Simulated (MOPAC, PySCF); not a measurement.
[Zn(F)2], neutral singlet in the gas phase. 

Cartesian coordinates (Å):
```xyz
3

Zn     0.0000     0.0000     0.0000
F     -1.4096     0.9916    -0.2002
F      1.4096    -0.9916     0.2002
```
Charge 0, multiplicity 1.

All levels are single points at this geometry (TPSS-D3(BJ)/def2-SVP); Pople sets use spherical d functions. Orbital energies aren't observables, and empty levels follow the basis.

```
level                                  HOMO (eV)  LUMO (eV)  gap (eV)  dipole (D)  vertical IE, Delta-SCF (eV)
-------------------------------------  ---------  ---------  --------  ----------  ---------------------------
B3LYP-D3(BJ)/def2-TZVP in PySCF           -10.29      -2.40      7.89        0.00                            –
PBE-D3(BJ)/def2-TZVP in PySCF              -8.58      -2.98      5.60        0.00                            –
TPSSh-D3(BJ)/def2-TZVP in PySCF            -9.43      -2.37      7.06        0.00                            –
B3LYP/3-21G in PySCF                       -8.58      -1.65      6.93        0.00                            –
B3LYP/6-31G* (LANL2DZ on Zn) in PySCF      -9.27      -1.99      7.28        0.00                        12.90
B3LYP/LANL2DZ in PySCF                     -9.86      -2.49      7.37        0.00                            –
BP86/6-31G* (LANL2DZ on Zn) in PySCF       -7.71      -2.59      5.12        0.00                            –
PBE/6-31G* (LANL2DZ on Zn) in PySCF        -7.58      -2.52      5.06        0.00                        11.86
SVWN5/6-31G* (LANL2DZ on Zn) in PySCF      -7.85      -2.84      5.01        0.00                            –
HF/3-21G in PySCF                         -14.28       1.39     15.67        0.00                            –
HF/6-31G* (LANL2DZ on Zn) in PySCF        -15.01       1.69     16.70        0.00                        13.95
HF/STO-3G in PySCF                         -5.19       6.43     11.62        0.00                            –
PM7 in MOPAC                              -13.39      -0.02     13.37        0.00                            –
```
